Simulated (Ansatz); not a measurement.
Input for Ansatz (a quantum-chemistry and plane-wave program): R-B2PLYP/def2-TZVPP on BBr3 (SMILES BrB(Br)Br).

Ansatz 0.2 input:
```yaml
crystal:
  periodic: [false, false, false]
  atoms:
    - {symbol: B, position_ang: [-0.00000378, 0.00000000, 0.00000000]}
    - {symbol: Br, position_ang: [1.90733023, -0.00000000, -0.00000000]}
    - {symbol: Br, position_ang: [-0.95366323, 1.65178846, -0.00000000]}
    - {symbol: Br, position_ang: [-0.95366323, -1.65178846, -0.00000000]}
basis:
  gaussian:
    orbitals: def2-TZVPP
hamiltonian:
  xc: {name: B2PLYP}
magnetization: {spin_polarized: false}
correlation: {electrons: outside_noble_gas}
scf: {lower_state_search: off}
```

Program output:

```
WARN ansatz: RAYON_NUM_THREADS=4 ignored (pool sized by the plan → 4); use --threads N
Functional definition: B2PLYP
these checks for a lower state are left out or cut short: stability, starts, cluster_reference, orbital_swaps, neighbouring_geometries, increment
integrals: 0.27 GiB planned
1189 factors; integrals over basis functions are off by at most 5.6e-4 eV
mean field: 1.35 GiB planned
mean field evaluation 1: about -210777.7804 eV, gradient 9.6e0 eV
mean field evaluation 2: about -210777.9335 eV, gradient 9.8e0 eV
mean field evaluation 4: about -210778.2681 eV, gradient 2.9e0 eV
mean field evaluation 8: about -210778.2903 eV, gradient 1.6e-1 eV
mean field evaluation 16: about -210778.2903 eV, gradient 1.4e-5 eV
mean field -210778.29029328 eV, -7745.9592976216 hartree, gradient 8.7e-7 eV, S^2 0.000000; 0 other end points of the search recorded, 0 dependent functions left out
43 core orbitals not correlated
reference -210778.29044348 eV, -7745.9593031411 hartree; 12, 12 occupied and 120, 120 virtual orbitals, 1189 factors
second order -19.30018092 eV of doubles, -0.00000000 eV of singles
Total energy: -210783.50149233 eV, -7746.1508056541 hartree
Checks for a lower state left out: stability, starts, cluster_reference, orbital_swaps, neighbouring_geometries, increment
```

The calculation finished and met its thresholds.

Cost: very roughly 10 core-seconds.
